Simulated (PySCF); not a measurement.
A run for PySCF: D3(BJ) and D4 dispersion corrections on CH4 (SMILES C).

```python
from pyscf import gto
from pyscf.dispersion import dftd3, dftd4

mol = gto.M(
    atom='''
    C     0.00000000   -0.00000000   -0.00000000
    H     0.63465846    0.63465846    0.63465846
    H    -0.63465846   -0.63465846    0.63465846
    H     0.63465846   -0.63465846   -0.63465846
    H    -0.63465846    0.63465846   -0.63465846
    ''',
    basis='def2-svp',
    charge=0, spin=0, verbose=0, max_memory=1800)
d3, d4 = {}, {}
for xc in ['hf', 'pbe', 'blyp', 'revpbe', 'tpss', 'r2scan', 'b3lyp', 'pbe0', 'bhlyp', 'camb3lyp', 'b2plyp']:
    d3[xc] = float(dftd3.DFTD3Dispersion(mol, xc=xc, version='d3bj', atm=False).get_dispersion()['energy'])
    print(f'D3(BJ) {xc:10s} {d3[xc]:14.8f} Eh')
for xc in ['hf', 'pbe', 'blyp', 'revpbe', 'tpss', 'r2scan', 'b3lyp', 'pbe0', 'bhlyp', 'camb3lyp', 'b2plyp']:
    d4[xc] = float(dftd4.DFTD4Dispersion(mol, xc={'camb3lyp': 'cam-b3lyp'}.get(xc, xc), atm=True).get_dispersion()['energy'])
    print(f'D4     {xc:10s} {d4[xc]:14.8f} Eh')
```

The log:

```
D3(BJ) hf            -0.01374324 Eh
D3(BJ) pbe           -0.00118416 Eh
D3(BJ) blyp          -0.00239233 Eh
D3(BJ) revpbe        -0.00345222 Eh
D3(BJ) tpss          -0.00139596 Eh
D3(BJ) r2scan        -0.00028192 Eh
D3(BJ) b3lyp         -0.00191272 Eh
D3(BJ) pbe0          -0.00092179 Eh
D3(BJ) bhlyp         -0.00137892 Eh
D3(BJ) camb3lyp      -0.00071786 Eh
D3(BJ) b2plyp        -0.00079094 Eh
D4     hf            -0.00425805 Eh
D4     pbe           -0.00087450 Eh
D4     blyp          -0.00210089 Eh
D4     revpbe        -0.00406051 Eh
D4     tpss          -0.00119283 Eh
D4     r2scan        -0.00020793 Eh
D4     b3lyp         -0.00139101 Eh
D4     pbe0          -0.00070238 Eh
D4     bhlyp         -0.00083741 Eh
D4     camb3lyp      -0.00067453 Eh
D4     b2plyp        -0.00059844 Eh
```

The run finished.

Cost: roughly 0.05 core-seconds.
